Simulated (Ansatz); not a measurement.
```xyz
14

O    -0.462   -0.118    2.357
Al   -0.007    0.711    0.921
O     1.629    0.510    0.395
O    -0.767    2.212    0.567
N    -0.856   -0.467   -0.470
Si    0.365   -1.163   -1.587
H    -0.936    0.329    3.055
H     2.293    0.163    0.988
H    -0.254    2.991    0.365
H    -1.543    0.107   -0.952
H    -1.368   -1.183    0.040
H     1.251   -2.051   -0.812
H     1.037   -0.055   -2.288
H    -0.382   -1.986   -2.580
```

The species carries charge 0 and has multiplicity 1.

Question: List the r2SCAN/def2-TZVPP orbital energies in eV (Ansatz). (Estimate.)

Answer: Ansatz gave: Occupied: -1791.81, -1515.70, -514.47, -514.30, -514.30, -386.48, -142.22, -109.19, -97.12, -97.06, -97.05, -69.46, -69.36, -69.36, -24.86, -24.52, -24.43, -23.86, -14.49, -13.84, -12.48, -11.58, -11.36, -11.06, -9.94, -9.23, -8.62, -8.01, -7.53, -7.47, -6.85, -6.76, -6.65. Lowest empty: -0.71, 0.74, 0.87, 1.19, 1.42, 1.65, 1.85, 2.05.
